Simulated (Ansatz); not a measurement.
`[BH2][Ge]([F])([F])[AlH2]`, relaxed with RKS PBE0-D4/def2-TZVP in Ansatz from a PBE-D4/def2-SVP geometry. The force threshold is 0.005 eV/Å; the program also tests the step.

Total charge 0; spin multiplicity 1.

Start:

```xyz
9

B    -1.637   -0.983    0.767
Ge   -0.452    0.228   -0.415
F    -1.098    1.881   -0.438
F    -0.598   -0.247   -2.120
Al    2.035    0.544   -0.094
H    -1.736   -2.165    0.507
H    -2.110   -0.542    1.793
H     3.042   -0.465   -0.820
H     2.553    1.749    0.821
```

```json
{"step": "1", "energy (eV)": "-69277.5387", "largest force (eV/Å)": "0.542", "largest move (Å)": "0.000"}
{"step": "2", "energy (eV)": "-69277.5577", "largest force (eV/Å)": "0.488", "largest move (Å)": "0.090"}
{"step": "3", "energy (eV)": "-69277.5677", "largest force (eV/Å)": "0.354", "largest move (Å)": "0.037"}
{"step": "4", "energy (eV)": "-69277.5713", "largest force (eV/Å)": "0.243", "largest move (Å)": "0.016"}
{"step": "5", "energy (eV)": "-69277.5729", "largest force (eV/Å)": "0.066", "largest move (Å)": "0.019"}
{"step": "6", "energy (eV)": "-69277.5735", "largest force (eV/Å)": "0.011", "largest move (Å)": "0.009"}
{"step": "7", "energy (eV)": "-69277.5735", "largest force (eV/Å)": "0.007", "largest move (Å)": "0.005"}
{"step": "8", "energy (eV)": "-69277.5735", "largest force (eV/Å)": "0.002", "largest move (Å)": "0.007"}
{"step": "9", "energy (eV)": "-69277.5735", "largest force (eV/Å)": "0.008", "largest move (Å)": "0.015"}
{"step": "10 (rejected)", "energy (eV)": "-69277.5735", "largest force (eV/Å)": "0.042", "largest move (Å)": "0.086"}
{"step": "11", "energy (eV)": "-69277.5736", "largest force (eV/Å)": "0.015", "largest move (Å)": "0.042"}
{"step": "14", "energy (eV)": "-69277.5738", "largest force (eV/Å)": "0.029", "largest move (Å)": "0.018"}
{"step": "17", "energy (eV)": "-69277.5746", "largest force (eV/Å)": "0.072", "largest move (Å)": "0.015"}
{"step": "20 (rejected)", "energy (eV)": "-69277.5748", "largest force (eV/Å)": "0.178", "largest move (Å)": "0.196"}
{"step": "23", "energy (eV)": "-69277.5773", "largest force (eV/Å)": "0.032", "largest move (Å)": "0.098"}
{"step": "26", "energy (eV)": "-69277.5787", "largest force (eV/Å)": "0.054", "largest move (Å)": "0.073"}
{"step": "29", "energy (eV)": "-69277.5806", "largest force (eV/Å)": "0.059", "largest move (Å)": "0.018"}
{"step": "32", "energy (eV)": "-69277.5825", "largest force (eV/Å)": "0.082", "largest move (Å)": "0.098"}
{"step": "35 (rejected)", "energy (eV)": "-69277.5836", "largest force (eV/Å)": "0.073", "largest move (Å)": "0.144"}
{"step": "38", "energy (eV)": "-69277.5845", "largest force (eV/Å)": "0.038", "largest move (Å)": "0.011"}
{"step": "41", "energy (eV)": "-69277.5849", "largest force (eV/Å)": "0.028", "largest move (Å)": "0.069"}
{"step": "44", "energy (eV)": "-69277.5851", "largest force (eV/Å)": "0.013", "largest move (Å)": "0.052"}
{"step": "47 (rejected)", "energy (eV)": "-69277.5852", "largest force (eV/Å)": "0.022", "largest move (Å)": "0.074"}
{"step": "50", "energy (eV)": "-69277.5852", "largest force (eV/Å)": "0.006", "largest move (Å)": "0.023"}
{"step": "53", "energy (eV)": "-69277.5853", "largest force (eV/Å)": "0.006", "largest move (Å)": "0.004"}
{"step": "56", "energy (eV)": "-69277.5853", "largest force (eV/Å)": "0.007", "largest move (Å)": "0.014"}
{"step": "59", "energy (eV)": "-69277.5853", "largest force (eV/Å)": "0.005", "largest move (Å)": "0.009"}
```

End:

```xyz
9

B    -1.607   -1.140    0.590
Ge   -0.439    0.328   -0.283
F    -1.083    1.881    0.216
F    -0.774    0.320   -2.005
Al    2.068    0.543   -0.109
H    -1.803   -2.167    0.016
H    -2.017   -0.993    1.700
H     2.900   -0.558    0.673
H     2.757    1.787   -0.798
```

It took 3.8 min on 4 threads of a server CPU on a shared host, with 0.6 GiB of host memory at the peak.
